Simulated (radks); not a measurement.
Correlation energies from several functionals, in hartree. Species: I41+ [Ne] 3s2; Ge2+ [Ar] 3d10 4s2; Pb3+ [Xe] 4f14 5d10 6s1. Method: non-relativistic Kohn-Sham, exchange-only LDA, spin-polarised, spherical densities, point nucleus; computed with a radial shooting solver on a logarithmic mesh with Libxc functionals. Every spin shell is full or empty, so the densities are truly spherical. Functionals are evaluated on that one density, not self-consistently.

| functional | I41+ | Ge2+ | Pb3+ |
|---|---|---|---|
| PW92 | -1.5113 | -2.7661 | -8.4069 |
| Wigner | -0.66660 | -1.6035 | -4.2853 |
| Chachiyo | -1.5016 | -2.7256 | -8.3173 |
| PBEsol | -0.61153 | -1.6670 | -5.5318 |
| P86 | -0.85642 | -1.6543 | -5.5507 |
| AM05 | -1.3661 | -2.5503 | -7.9300 |
| TPSS | -0.51051 | -1.4579 | -4.9430 |
| revTPSS | -0.51720 | -1.4801 | -4.9811 |
| r2SCAN | -0.53321 | -1.4807 | -4.9811 |
| B95 | -0.82913 | -1.7601 | -6.1586 |
| Tao-Mo | -0.46815 | -1.3893 | -4.8387 |
